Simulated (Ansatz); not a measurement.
```yaml
crystal:
  periodic: [false, false, false]
  atoms:
    - {symbol: C, position_ang: [-0.604479, 1.145499, -0.833749]}
    - {symbol: B, position_ang: [0.201742, -0.115374, -0.492177]}
    - {symbol: C, position_ang: [0.324116, -0.765418, 0.923930]}
    - {symbol: F, position_ang: [0.859077, -0.705397, -1.502308]}
    - {symbol: H, position_ang: [-0.647960, 1.550309, -1.840976]}
    - {symbol: H, position_ang: [-1.171313, 1.698053, -0.091209]}
    - {symbol: H, position_ang: [-0.250231, -0.253848, 1.697020]}
    - {symbol: H, position_ang: [1.374865, -0.788019, 1.234420]}
    - {symbol: H, position_ang: [0.002781, -1.812107, 0.887951]}
basis:
  gaussian: {orbitals: def2-TZVP, final_grid: {core_spheres: 20, valence_spheres: 16, degree: 47}, point_charges: [{charge: 0.50, position_ang: [5.220, 0.251, -0.742]}]}
magnetization: {spin_polarized: true, initial_magnetization: 1}
hamiltonian: {xc: {name: CCSD(T)}, pseudopotentials: {relativity: scalar}}
```

```sh
$ ansatz run in.yaml --threads 4 --pin off --events-out ev --progress --plain --max-ram 10444MiB
```

It prints (some lines left out):

```
Error: YAML parse error: error: line 16 column 19: hamiltonian.xc: no functional is named "CCSD(T)"; the names, which are not case-sensitive, are SVWN5, SPW92, PBE, PBE0, PBEsol, revPBE, revPBE0, RPBE, rPW86-PBE, HSE06, wPBEh, LC-wPBE, HISS, HF, BLYP, B3LYP, B3LYP5, BHLYP, CAM-B3LYP, r2SCAN, r2SCANh, r2SCAN0, r2SCAN50, m-r2SCAN, B97, wB97, wB97X, wB97X-V, B97M-V, wB97M-V, B2PLYP, B2GP-PLYP, PBE0-DH, PBE-QIDH
14 |   gaussian: {orbitals: def2-TZVP, final_grid: {core_spheres: 20, valence_spheres: 1…
15 | magnetization: {spin_polarized: true, initial_magnetization: 1}
16 | hamiltonian: {xc: {name: CCSD(T)}, pseudopotentials: {relativity: scalar}}
```

Problem. Something in this input is off. What?

Solution. The method's name isn't one that the program takes here. The program refused the input.

HSE06 is defined as in plane-wave codes.
